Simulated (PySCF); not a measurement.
Correlation energy of Pb⁺ (lead, charge +1)

[Xe] 4f14 5d10 6s2 6p1, 2P determinant. Calculation: PySCF 2.14, in aug-cc-pwCVTZ-DK3 (11s10p8d5f1g, 125 functions); scalar relativity by spin-free X2C-1e. Frozen: [Xe] 4f14 5d10; 3 electrons correlated.

| level | correlation energy (mhartree) |
| --- | --- |
| CCSD | -37.12 |
| (T) | -0.46 |
| CCSD(T) | -37.58 |

Diagnostics: T1 = 0.0075, D1 = 0.0171, largest double amplitude 0.071.

Is a single reference adequate?

Mostly. T1 lies below 0.03, but a double amplitude of this size points to a near-degeneracy that CCSD handles and MP2 describes poorly.
